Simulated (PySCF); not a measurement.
# Electronic structure of As (arsenic, neutral) at the UHF level

Configuration: [Ar] 3d10 4s2 4p2 5s1, high-spin 4P determinant (an excited configuration). Calculation: PySCF 2.14, in x2c-QZVPPall with one added diffuse shell each of s, p, d, f type (12s9p6d5f1g, 113 functions); scalar relativity by spin-free X2C-1e.

```
Total energy                                                  : -2258.853551 hartree
One-electron energy                                           : -3140.7871 hartree
Hartree (Coulomb) energy                                      : 964.5200 hartree
Exchange energy                                               : -82.5864 hartree
⟨S²⟩                                                          : 3.7588
⟨L²⟩                                                          : 2.036
Sum of ⟨r⟩                                                    : 27.28 bohr
Sum of ⟨r²⟩                                                   : 64.75 bohr²
Traceless quadrupole moment −½Σ⟨3z² − r²⟩ along its main axis : 1.50 e·bohr²
Langevin diamagnetic susceptibility                           : -51.3 ×10⁻⁶ cm³/mol
```

```
shell  electrons  mean orbital energy (eV)  spread (eV)  rms radius, mean of both spins (bohr)
 1s α          1                  -11949.6            0                                 0.0524
 1s β          1                  -11949.4            0                                 0.0524
 2s α          1                   -1577.1            0                                  0.219
 2s β          1                   -1577.0            0                                  0.219
 2p α          3                   -1378.7        0.066                                  0.196
 2p β          3                   -1378.5        0.162                                  0.196
 3s α          1                   -230.17            0                                  0.639
 3s β          1                   -229.81            0                                  0.639
 3p α          3                   -166.44        0.075                                  0.667
 3p β          3                   -166.00        0.540                                  0.667
 3d α          5                   -61.153        0.307                                  0.749
 3d β          5                   -60.925        0.541                                  0.749
 4s α          1                   -25.409            0                                   2.06
 4s β          1                   -20.130            0                                   2.06
 4p α          2                   -13.345            0                                   2.54
 5s α          1                    -3.084            0                                   5.83
```

The outer electron is Rydberg-like, and this basis confines it to a smaller radius and binds it less than a complete one would.

Densities and radii are taken from the X2C orbitals without a picture-change correction, which distorts them close to the nucleus.

Spin-orbit constants ζ (cm⁻¹) from the X2C one-electron operator on these orbitals: bare nucleus, nucleus screened by l(l+1)(2l+1)/3 electrons, and screened by the Breit-Pauli mean field of the electrons.

```tsv
shell	bare	screened nucleus	mean field
2p	203300	191000	n/a
3p	27840	26150	n/a
3d	3206	2234	n/a
4p	1587	1491	n/a
```

To first order the Landé constant is A = 497.0 cm⁻¹, so the lowest level has J = 1/2 and lies 0.154 eV below the centre of the term. This holds in LS coupling only.
